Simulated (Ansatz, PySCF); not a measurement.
This PySCF input computes a CCSD(T)/cc-pVDZ energy:

```python
from pyscf import gto, scf, mp, cc as ccmod

mol = gto.M(
    atom='''
    O     1.45394501   -0.20785379    0.05455583
    C     0.27194834   -0.12038035    0.00643112
    C    -1.09230295   -0.60272092   -0.07611734
    C    -0.90878382    0.71139686   -0.00718105
    H    -1.25672953    1.73305677    0.02475698
    ''',
    basis='cc-pvdz',
    charge=0,
    spin=1,
    verbose=4,
)

mf = scf.UHF(mol)
mf.conv_tol = 1e-10
mf.max_cycle = 100
mf.kernel()
mo, _, stable, _ = mf.stability(return_status=True)
if not stable:
    mf.kernel(mf.make_rdm1(mo, mf.mo_occ))
mp2 = mp.MP2(mf, frozen=4).run()
cc = ccmod.CCSD(mf, frozen=4)
cc.max_cycle = 100
cc.kernel()
et = cc.ccsd_t()
print(f'E(CCSD(T)) = {cc.e_tot + et:.9f}')
```

Problem. Write an input for the same energy in Ansatz (a quantum-chemistry and plane-wave program) and say what it gives.

Solution. 
Ansatz 0.2 input:
```yaml
crystal:
  periodic: [false, false, false]
  atoms:
    - {symbol: O, position_ang: [1.45394501, -0.20785379, 0.05455583]}
    - {symbol: C, position_ang: [0.27194834, -0.12038035, 0.00643112]}
    - {symbol: C, position_ang: [-1.09230295, -0.60272092, -0.07611734]}
    - {symbol: C, position_ang: [-0.90878382, 0.71139686, -0.00718105]}
    - {symbol: H, position_ang: [-1.25672953, 1.73305677, 0.02475698]}
basis:
  gaussian:
    orbitals: cc-pVDZ
magnetization: {spin_polarized: true, initial_magnetization: 1}
correlation: {method: ccsd_t, electrons: outside_noble_gas}
```
It gives -189.48811 Eh, and PySCF -189.48811 Eh, a difference of 0.00 mEh.

It need not be the lowest isomer of its formula.
